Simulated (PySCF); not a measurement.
**Deuteron quadrupole couplings in `[SiH3]C1CPC1`**

Species: C3H9PSi.
Cartesian coordinates in Å at the GFN2-xTB level; atoms count from 1:
```xyz
14
C3H9PSi angstrom
Si     1.9164   -0.0071   -0.3127
C      0.0392   -0.2918   -0.4133
C     -0.6856   -0.6014    0.9087
P     -2.2034    0.3577    0.3656
C     -0.8283    0.9268   -0.7758
H      2.4050    0.3694   -1.6394
H      2.1748    1.0720    0.6421
H      2.5522   -1.2430    0.1441
H     -0.1775   -1.0953   -1.1246
H     -0.8323   -1.6521    1.1553
H     -0.2237   -0.1021    1.7629
H     -2.6437   -0.6506   -0.5109
H     -0.4079    1.8629   -0.4027
H     -1.0859    1.0541   -1.8264
```

Level: PBE0/pcSseg-1 (PySCF, non-relativistic); Q(2H) = 0.00286 b; rigid geometry, the same for H and D, with no vibrational averaging.

**Question.** Rank these positions by the coupling χzz of a deuteron there, largest first.
A. H12 (P–H hydrogen)
B. H8 (Si–H hydrogen)
C. H10 (methylene hydrogen)
D. H11 (methylene hydrogen)

**Answer.** C (212 kHz), D (206 kHz), A (126 kHz), B (110 kHz).

**Question.** What are Vzz, η and χzz (234.96 MHz × Q × Vzz) at all hydrogens?

**Answer.** 
| atom | bonded to | bond length (Å) | Vzz (au) | η | χzz (kHz) |
| --- | --- | --- | --- | --- | --- |
| H6 | Si1 | 1.463 | 0.1640 | 0.00 | 110 |
| H7 | Si1 | 1.464 | 0.1632 | 0.01 | 110 |
| H8 | Si1 | 1.463 | 0.1640 | 0.00 | 110 |
| H9 | C2 | 1.095 | 0.3027 | 0.00 | 203 |
| H10 | C3 | 1.089 | 0.3152 | 0.02 | 212 |
| H11 | C3 | 1.092 | 0.3068 | 0.02 | 206 |
| H12 | P4 | 1.407 | 0.1880 | 0.04 | 126 |
| H13 | C5 | 1.092 | 0.3069 | 0.02 | 206 |
| H14 | C5 | 1.089 | 0.3152 | 0.02 | 212 |

**Question.** Average by the element that carries the hydrogen.

**Answer.** on Si: 110 kHz over 3 positions, mean bond length 1.463 Å; on C: 208 kHz over 5 positions, mean bond length 1.091 Å; on P: 126 kHz over 1 position, mean bond length 1.407 Å.

The structure is a single GFN2-xTB conformer in the gas phase; no vibrational or solvent corrections. GFN2-xTB bond lengths can be off by several hundredths of an ångström, more for odd bonds, and the gradients follow them. These gradients aren't converged with respect to the basis.
